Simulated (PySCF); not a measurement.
Cartesian coordinates (Å):
SMILES: [GaH3]
```xyz
4

Ga     0.0000     0.0000     0.0001
H      1.5666    -0.0914    -0.0001
H     -0.7042     1.4023     0.0159
H     -0.8624    -1.3110    -0.0159
```
Charge 0, spin multiplicity 1.

Question: Give the total energy, dipole moment, HOMO, HOMO–LUMO gap and LUMO at the level TPSSh-D3(BJ)/def2-TZVP // B3LYP-D3(BJ)/def2-TZVP (PySCF 2.14.0).

Answer: 
```json
{
  "total_energy": "-1926.6070 Ha",
  "dipole_moment": "0.000 e·Å",
  "HOMO": "-8.04 eV",
  "HOMO–LUMO gap": "5.91 eV",
  "LUMO": "-2.12 eV"
}
```
